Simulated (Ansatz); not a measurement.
Sb2As⁺ was relaxed with PBE-D4 (def2-TZVP) in Ansatz in these states: charge +1 quintet, charge +1 singlet, charge +1 triplet. The geometries follow in no particular order.

In the def2 sets Sb takes a core potential; there is no spin–orbit coupling.

A:

```xyz
3

As   -1.3351   -0.4045    0.3304
Sb    0.4935   -0.2687   -1.4449
Sb    0.8415    0.6733    1.1144
```

B:

```xyz
3

As   -0.0220   -0.9091    0.9053
Sb    1.2552    1.1437    0.2696
Sb   -1.2332   -0.2346   -1.1749
```

C:

```tsv
atom	x (Å)	y (Å)	z (Å)
As1	1.1845	-0.0495	-0.8236
Sb2	0.2548	-0.5020	1.6616
Sb3	-1.4393	0.5515	-0.8380
```

Question: Judge from the bond lengths which geometry belongs to which state (an estimate).

Answer: A is the charge +1 singlet (Sb2–Sb3 2.749 Å, As1–Sb3 2.552 Å, As1–Sb2 2.552 Å); B is the charge +1 triplet (Sb2–Sb3 3.190 Å, As1–Sb3 2.500 Å, As1–Sb2 2.500 Å); C is the charge +1 quintet (Sb2–Sb3 3.198 Å, As1–Sb3 2.692 Å, As1–Sb2 2.692 Å).
